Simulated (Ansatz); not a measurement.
The same redistribution along the group F, Cl, Br.

Calculated with Ansatz (gas phase, PBE0-D4/def2-TZVP geometries, no zero-point term in ΔE). CCSD(T)/CBS is the MP2 limit (def2-TZVPP, def2-QZVPP) plus CCSD(T) − MP2 in def2-TZVPP, frozen cores. Functionals use def2-TZVPP. def2 core potentials past Kr. For Br, In outer-core shells are correlated without core-valence functions, which leaves a few kJ/mol of doubt a bond. Scalar relativity is left out up to krypton. One conformer a species, not always the lowest.

```json
{"reaction": "`[OH][In]([F])[SH]` + `[SiH3][SiH3]` → `[OH][InH][F]` + `[SiH3][SiH2]S`", "ωB97M-V (kJ/mol)": "29", "PBE-D4 (kJ/mol)": "29", "r2SCAN-D4 (kJ/mol)": "30", "CCSD(T)/CBS(def2) (kJ/mol)": "33"}
{"reaction": "`[OH][In]([SH])[Cl]` + `[SiH3][SiH3]` → `[OH][InH][Cl]` + `[SiH3][SiH2]S`", "ωB97M-V (kJ/mol)": "24", "PBE-D4 (kJ/mol)": "24", "r2SCAN-D4 (kJ/mol)": "25", "CCSD(T)/CBS(def2) (kJ/mol)": "29"}
{"reaction": "`[OH][In]([SH])[Br]` + `[SiH3][SiH3]` → `[OH][InH][Br]` + `[SiH3][SiH2]S`", "ωB97M-V (kJ/mol)": "32", "PBE-D4 (kJ/mol)": "33", "r2SCAN-D4 (kJ/mol)": "34", "CCSD(T)/CBS(def2) (kJ/mol)": "37"}
```

Largest T1 diagnostic: 0.017, for `[OH][InH][F]`.
